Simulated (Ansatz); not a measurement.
Total energies of SiCl(NHMe)3 (C₃H₁₂ClN₃Si) from Ansatz at PBE0-D4/def2-TZVP, gas phase (1 Eh = 27.2114 eV = 2625.5 kJ/mol). The reference geometry is relaxed at r2SCAN-D4/def2-SVP.

```csv
state,geometry,energy (Eh)
charge 0 singlet,reference,-1035.16821
charge 1 doublet,reference,-1034.85431
charge 1 doublet,relaxed at r2SCAN-D4/def2-SVP,-1034.87685
free Si atom (triplet),–,-289.24943
free Cl atom (doublet),–,-459.99739
free N atom (quartet),–,-54.54382
free C atom (triplet),–,-37.80537
free H atom (doublet),–,-0.50104
```

(1) Work out the vertical ionisation energy to the doublet.

(2) How much does the charge 1 doublet relax, and what is the adiabatic ionisation energy?

(3) What is the binding energy per atom against free atoms?

(1) E(charge 1 doublet) − E(charge 0 singlet) = -1034.85431 − (-1035.16821) = 0.31390 Eh = 8.54 eV. For comparison, −ε of the highest occupied level is 6.82 eV at this level, 1.72 eV less.

(2) Relaxation: -1034.85431 − (-1034.87685) = 0.02254 Eh = 0.61 eV. Adiabatic ionisation energy: 0.29136 Eh = 7.93 eV, without zero-point energy. 

(3) Atoms: 1 × (-289.24943) + 1 × (-459.99739) + 3 × (-54.54382) + 3 × (-37.80537) + 12 × (-0.50104) = -1032.30687 Eh. Binding: -1032.30687 − (-1035.16821) = 2.86134 Eh = 77.86 eV, or 3.89 eV for each of 20 atoms (no zero-point energy, no counterpoise term).
